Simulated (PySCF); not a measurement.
C2H9AlN2. Atoms are numbered in the order given.

```xyz
14

Al    -0.6634    -0.8746     0.0000
H     -2.2336    -1.0501     0.0000
N      0.3977    -2.3052     0.0000
H      0.0473    -3.2601     0.0000
H      1.4142    -2.3200     0.0000
N      0.0323     0.7785     0.0000
C     -0.7959     1.9698     0.0000
C      1.4501     1.0790     0.0000
H     -0.6098     2.6030     0.8918
H     -0.6098     2.6030    -0.8918
H     -1.8638     1.6986     0.0000
H      1.7483     1.6680    -0.8916
H      1.7483     1.6680     0.8916
H      2.0477     0.1536     0.0000
```
Charge 0, spin multiplicity 1.

Geometry optimised at TPSSh-D3(BJ)/def2-SVP. The structure was generated by enumeration; whether it is a known compound was not checked. One conformer was computed; it need not be the lowest.

Computed with PBE/def2-TZVP (PySCF).

ESP charges are fitted to the potential on shells at 1.4 to 2.0 van der Waals radii. Atomic charges (e):

```tsv
atom	Löwdin	ESP fit
Al1	0.04	0.74
H2	-0.10	-0.23
N3	___	-1.14
H4	___	0.40
H5	___	0.39
N6	___	-0.05
C7	-0.34	-0.58
C8	-0.33	-0.43
H9	0.11	0.17
H10	0.11	0.17
H11	0.13	0.15
H12	0.11	0.13
H13	0.11	0.13
H14	0.12	0.15
```

Complete the blanks. (The exact figures need the calculation; the answer reports its results.)


- N3, Löwdin: -0.27
- H4, Löwdin: 0.16
- H5, Löwdin: 0.16
- N6, Löwdin: 0.00
